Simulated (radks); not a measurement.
Values are calculated unless marked as measured or tabulated.
Valence configurations of the cobalt ion Co+ (all share [Ar]). Code: a radial shooting solver on a logarithmic mesh with Libxc functionals. Model: non-relativistic Kohn-Sham, PBEsol, spin-polarised, spherical densities, point nucleus; open shells are filled with parallel spins first. Energies are relative to 3d8; eigenvalues in eV for spin up.

| valence | E (eV) | moment (Bohr magnetons) | e(3d) | e(4p) | e(4s) |
|---|---|---|---|---|---|
| 3d8 | 0.000 | 2 | -13.086 | - | - |
| 3d7 4s1 | 1.006 | 4 | -18.433 | - | -13.291 |
| 3d6.5 4s1.5 | 3.303 | 4 | -21.554 | - | -14.030 |
| 3d7 4s0.5 4p0.5 | 3.686 | 4 | -19.139 | -8.340 | -13.711 |
| 3d6.5 4s1 4p0.5 | 5.124 | 5 | -22.193 | -9.056 | -14.749 |
| 3d6 4s2 | 6.276 | 4 | -24.906 | - | -14.752 |
| 3d7 4p1 | 6.376 | 4 | -19.830 | -8.719 | - |
| 3d6 4s1 4p1 | 10.252 | 6 | -26.158 | -10.089 | -16.136 |
| 3d6 4p2 | 16.331 | 6 | -27.458 | -10.723 | - |
| 3d5 4s2 4p1 | 20.298 | 6 | -33.629 | -11.099 | -17.693 |

NIST lists [Ar] 3d8 as the ground configuration; this level of theory agrees among the configurations tried. The energies are those of spherical high-spin densities, not of single terms.
